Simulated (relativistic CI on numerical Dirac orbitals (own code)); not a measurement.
# Energy levels of Tc15+

These numbers are calculated, not measured: Dirac-Coulomb-Breit CI, separate exchange-only KLI orbitals for each configuration, a model potential for QED, unscaled Slater integrals (own radial code, finite nucleus).

Configuration list (outside the closed core [Ne]): 3s2 3p6 3d10, 3s2 3p6 3d9 4s, 3s2 3p6 3d9 4p, 3s2 3p6 3d9 4d, 3s2 3p6 3d8 4s2, 3s2 3p6 3d9 4f, 3s2 3p6 3d8 4s 4p, 3s2 3p6 3d9 5s, 3s2 3p5 3d10 4s, 3s2 3p6 3d8 4p2, 3s2 3p6 3d9 5p, 3s2 3p6 3d8 4s 4d, 3s2 3p5 3d10 4p, 3s2 3p6 3d9 5d, 3s2 3p6 3d8 4p 4d, 3s2 3p6 3d9 5f, 3s2 3p6 3d9 5g, 3s2 3p6 3d9 6s, 3s2 3p5 3d9 4s2, 3s2 3p6 3d9 6p, 3s2 3p6 3d8 4d2, 3s2 3p5 3d10 4d, 3s2 3p6 3d9 6d, 3s2 3p5 3d9 4s 4p, 3s 3p6 3d10 4s, 3s2 3p5 3d9 4p2, 3s 3p6 3d10 4p, 3s2 3p5 3d10 4f, 3s2 3p5 3d9 4s 4d, 3s 3p6 3d9 4s2, 3s2 3p5 3d10 5s, 3s2 3p5 3d9 4p 4d, 3s 3p6 3d9 4s 4p, 3s2 3p5 3d10 5p, 3s 3p6 3d10 4d, 3s2 3p4 3d10 4s2. Levels of other configurations are missing.

| No. | Configuration | Term | J | E (10³ cm⁻¹) | % | Landé g | Lifetime (s) |
| --- | --- | --- | --- | --- | --- | --- | --- |
| 41 | 3s2 3p6 3d9 4f | 1D° | 2 | 3042.9 | 39 | 0.925 | 1.64e-11 |
| 42 | 3s2 3p6 3d9 4f | 3D° | 3 | 3043.5 | 59 | 1.224 | 1.63e-11 |
| 43 | 3s2 3p6 3d9 4f | 3F° | 4 | 3046.4 | 82 | 1.209 | 1.66e-11 |
| 44 | 3s2 3p6 3d9 4f | 1G° | 4 | 3048.2 | 39 | 0.947 | 1.60e-11 |
| 45 | 3s2 3p6 3d9 4f | 3G° | 5 | 3049.2 | 72 | 1.146 | 1.65e-11 |
| 46 | 3s2 3p6 3d9 4f | 1F° | 3 | 3051.5 | 43 | 1.007 | 1.63e-11 |
| 47 | 3s2 3p6 3d9 4f | 3D° | 1 | 3054.0 | 89 | 0.587 | 2.41e-12 |
| 48 | 3s2 3p6 3d9 4f | 3D° | 2 | 3064.2 | 42 | 1.220 | 1.69e-11 |
| 49 | 3s2 3p6 3d9 4f | 3H° | 4 | 3069.4 | 67 | 0.872 | 1.61e-11 |
| 50 | 3s2 3p6 3d9 4f | 1H° | 5 | 3071.4 | 38 | 1.066 | 1.67e-11 |
| 51 | 3s2 3p6 3d9 4f | 3F° | 2 | 3074.5 | 65 | 0.806 | 1.62e-11 |
| 52 | 3s2 3p6 3d9 4f | 3F° | 3 | 3077.4 | 40 | 1.071 | 1.66e-11 |
| 53 | 3s2 3p6 3d9 4f | 3G° | 4 | 3081.0 | 46 | 1.067 | 1.64e-11 |
| 54 | 3s2 3p6 3d9 4f | 3G° | 3 | 3083.1 | 60 | 0.861 | 1.58e-11 |
| 55 | 3s2 3p6 3d9 4f | 1P° | 1 | 3128.1 | 95 | 0.991 | 1.06e-13 |
| 56 | 3s2 3p6 3d9 5s | 3D | 3 | 3200.5 | 100 | 1.332 | 4.15e-12 |
| 57 | 3s2 3p6 3d9 5s | 1D | 2 | 3202.7 | 53 | 1.075 | 4.17e-12 |
| 58 | 3s2 3p6 3d9 5s | 3D | 1 | 3231.3 | 100 | 0.496 | 4.16e-12 |
| 59 | 3s2 3p6 3d9 5s | 3D | 2 | 3233.0 | 53 | 1.087 | 4.19e-12 |
| 60 | 3s2 3p5 3d10 4s | 3P° | 2 | 3289.4 | 61 | 1.490 | 1.75e-12 |
| 61 | 3s2 3p5 3d10 4s | 1P° | 1 | 3307.8 | 43 | 1.239 | 9.76e-13 |
| 62 | 3s2 3p6 3d9 5p | 3F° | 3 | 3316.1 | 50 | 1.087 | 6.78e-12 |
| 63 | 3s2 3p6 3d9 5p | 3D° | 2 | 3324.7 | 36 | 1.216 | 6.10e-12 |
| 64 | 3s2 3p6 3d9 5p | 3F° | 4 | 3330.5 | 100 | 1.249 | 7.66e-12 |
| 65 | 3s2 3p6 3d9 5p | 3D° | 3 | 3337.2 | 77 | 1.255 | 7.84e-12 |
| 66 | 3s2 3p6 3d9 5p | 3P° | 2 | 3339.0 | 40 | 1.263 | 8.01e-12 |
| 67 | 3s2 3p6 3d9 5p | 3P° | 1 | 3340.5 | 36 | 1.142 | 6.79e-12 |
| 68 | 3s2 3p6 3d9 5p | 3F° | 2 | 3346.2 | 74 | 0.752 | 6.85e-12 |
| 69 | 3s2 3p6 3d9 5p | 1P° | 1 | 3348.8 | 66 | 0.997 | 2.92e-12 |
| 70 | 3s2 3p6 3d9 5p | 3P° | 0 | 3352.7 | 96 |  | 4.84e-12 |
| 71 | 3s2 3p6 3d9 5p | 3F° | 3 | 3363.4 | 49 | 1.070 | 7.69e-12 |
| 72 | 3s2 3p6 3d9 5p | 3D° | 1 | 3363.9 | 68 | 0.793 | 5.45e-12 |
| 73 | 3s2 3p6 3d9 5p | 3D° | 2 | 3367.7 | 57 | 1.102 | 8.10e-12 |
| 74 | 3s2 3p5 3d10 4s | 3P° | 0 | 3474.8 | 96 |  | 1.47e-12 |
| 75 | 3s2 3p5 3d10 4s | 3P° | 1 | 3479.1 | 61 | 1.315 | 1.04e-12 |
| 76 | 3s2 3p6 3d9 5d | 3S | 1 | 3497.0 | 66 | 1.880 | 3.91e-12 |
| 77 | 3s2 3p6 3d9 5d | 3P | 2 | 3514.5 | 51 | 1.327 | 7.33e-12 |
| 78 | 3s2 3p6 3d9 5d | 1P | 1 | 3515.8 | 52 | 0.986 | 7.49e-12 |
| 79 | 3s2 3p6 3d9 5d | 3G | 4 | 3516.9 | 54 | 1.032 | 1.37e-11 |
| 80 | 3s2 3p6 3d9 5d | 3G | 5 | 3518.3 | 100 | 1.199 | 1.32e-11 |
| 81 | 3s2 3p6 3d9 5d | 3D | 3 | 3518.9 | 75 | 1.270 | 9.49e-12 |
| 82 | 3s2 3p6 3d9 5d | 1F | 3 | 3523.1 | 53 | 1.011 | 1.29e-11 |
| 83 | 3s2 3p6 3d9 5d | 1D | 2 | 3523.7 | 48 | 1.096 | 9.81e-12 |
| 84 | 3s2 3p6 3d9 5d | 3F | 4 | 3525.2 | 83 | 1.207 | 1.34e-11 |
| 85 | 3s2 3p6 3d9 5d | 3P | 0 | 3531.8 | 95 |  | 1.12e-11 |
| 86 | 3s2 3p6 3d9 5d | 3P | 1 | 3542.4 | 43 | 1.337 | 8.76e-12 |
| 87 | 3s2 3p6 3d9 5d | 3G | 3 | 3547.2 | 83 | 0.794 | 1.37e-11 |
| 88 | 3s2 3p6 3d9 5d | 3D | 1 | 3548.2 | 68 | 0.780 | 1.09e-11 |
| 89 | 3s2 3p6 3d9 5d | 3G | 4 | 3551.3 | 44 | 1.057 | 1.32e-11 |
| 90 | 3s2 3p6 3d9 5d | 3D | 2 | 3552.1 | 37 | 1.062 | 9.70e-12 |
| 91 | 3s2 3p6 3d9 5d | 3F | 2 | 3553.4 | 53 | 0.852 | 1.07e-11 |
| 92 | 3s2 3p6 3d9 5d | 3F | 3 | 3555.1 | 52 | 1.086 | 1.15e-11 |
| 93 | 3s2 3p5 3d10 4p | 3S | 1 | 3567.9 | 41 | 1.732 | 2.47e-12 |
| 94 | 3s2 3p5 3d10 4p | 3D | 2 | 3571.1 | 46 | 1.135 | 2.08e-12 |
| 95 | 3s2 3p6 3d9 5d | 1S | 0 | 3576.5 | 67 |  | 6.64e-12 |
| 96 | 3s2 3p5 3d10 4p | 3D | 3 | 3603.2 | 95 | 1.332 | 1.90e-12 |
| 97 | 3s2 3p5 3d10 4p | 1P | 1 | 3607.2 | 55 | 1.159 | 1.93e-12 |
| 98 | 3s2 3p5 3d10 4p | 3P | 2 | 3617.7 | 67 | 1.346 | 1.81e-12 |
| 99 | 3s2 3p5 3d10 4p | 3P | 0 | 3677.4 | 65 |  | 1.99e-12 |
| 100 | 3s2 3p6 3d9 5f | 3P° | 0 | 3695.2 | 100 |  | 9.97e-12 |
| 101 | 3s2 3p6 3d9 5f | 3P° | 1 | 3697.3 | 85 | 1.347 | 8.68e-12 |
| 102 | 3s2 3p6 3d9 5f | 3P° | 2 | 3700.2 | 55 | 1.321 | 1.02e-11 |
| 103 | 3s2 3p6 3d9 5f | 3H° | 6 | 3701.1 | 100 | 1.166 | 1.09e-11 |
| 104 | 3s2 3p6 3d9 5f | 3H° | 5 | 3702.3 | 54 | 1.018 | 1.10e-11 |
| 105 | 3s2 3p6 3d9 5f | 1D° | 2 | 3704.9 | 38 | 0.912 | 1.07e-11 |
| 106 | 3s2 3p6 3d9 5f | 3D° | 3 | 3705.2 | 53 | 1.203 | 1.08e-11 |
| 107 | 3s2 3p6 3d9 5f | 3F° | 4 | 3706.5 | 78 | 1.202 | 1.08e-11 |
| 108 | 3s2 3p6 3d9 5f | 1G° | 4 | 3707.7 | 47 | 0.977 | 1.12e-11 |
| 109 | 3s2 3p6 3d9 5f | 3G° | 5 | 3708.2 | 81 | 1.164 | 1.11e-11 |
| 110 | 3s2 3p6 3d9 5f | 1F° | 3 | 3709.7 | 50 | 1.001 | 1.09e-11 |

Energies count from the lowest computed level; ° marks odd parity; lifetimes are radiative, by E1, M1, E2, M2, E3 decay to levels of this space only.

The mean weight of the leading LS term, summed over parents, in these 70 levels is 63 %, and that of the leading jj configuration (from the same eigenvectors) 82 %, so jj coupling describes them better and the LS labels are nominal.

At this charge energies of transitions that change n are usually good to better than 1 %, and those within a shell (Δn = 0) to a few per cent.

LS names give the leading component of a level, which can be under half, so a name can repeat, a term be missing and a line seem to break the LS rules.
